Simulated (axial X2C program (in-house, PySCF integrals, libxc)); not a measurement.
## Bond lengths and stretching modes, held linear, of HGaH

Calculated with an axial X2C code built on PySCF integrals: two-component X2C with atomic mean-field Coulomb and Gaunt terms, Gaussian nuclei, basis H dyall-v3z, Ga dyall-v3z with contracted cores. Spin-free rows use the one-electron spin-free X2C Hamiltonian.

Masses H 1.008, Ga 68.926, H 1.008 u. States: 2c Ω = 1/2 (beyond evenly filled blocks: ω = 1/2); spin-free M_S = 1/2, Λ = 1 (beyond evenly filled blocks: π+α).

HF, 2c: energies above the lowest point

```csv
r(H–Ga) (Å),r(Ga–H) (Å),E (meV)
1.4723,1.4723,35.25
1.4723,1.5100,17.70
1.4723,1.5477,25.79
1.5100,1.4723,17.70
1.5100,1.5100,0.00
1.5100,1.5477,7.92
1.5100,1.5855,37.82
1.5477,1.4723,25.79
1.5477,1.5100,7.92
1.5477,1.5477,15.67
1.5855,1.5100,37.82
1.5855,1.5855,74.88
```

Fit a quadratic surface with cubic terms in each bond: where is the minimum, and what are the two stretching wavenumbers?

At HF, 2c: bonds 1.516 and 1.516 Å; harmonic stretches 2170.0 and 2217.1 cm⁻¹; force constants 2.82, 2.82 and coupling -0.02 mdyn/Å.

The other levels and Hamiltonians give:

| Hamiltonian | level | r(H–Ga) (Å) | r(Ga–H) (Å) | lower stretch (cm⁻¹) | upper stretch (cm⁻¹) |
| --- | --- | --- | --- | --- | --- |
| 2c | PBE0 | 1.508 | 1.508 | 2115.8 | 2182.3 |
| 2c | LDA | 1.506 | 1.506 | 2077.0 | 2154.0 |
| 2c | MP2 | 1.494 | 1.494 | 2183.9 | 2245.5 |
| spin-free | PBE0 | 1.508 | 1.508 | 2116.9 | 2183.7 |
| spin-free | HF | 1.516 | 1.516 | 2171.5 | 2218.9 |
| spin-free | LDA | 1.505 | 1.505 | 2078.1 | 2155.4 |
| spin-free | MP2 | 1.493 | 1.493 | 2185.0 | 2246.8 |

Each state is one determinant, the lowest of a limited PBE0 search; the stretches come from a fit to these few points and carry an uncertainty of a few per cent. Other orders of the atoms were not compared. MP2 freezes inner shells (threshold -2 hartree). The molecule was held linear; bending was not examined, so a bent shape may lie lower. Note: functional without a current term on a determinant with orbital currents, of the molecule or an atom.
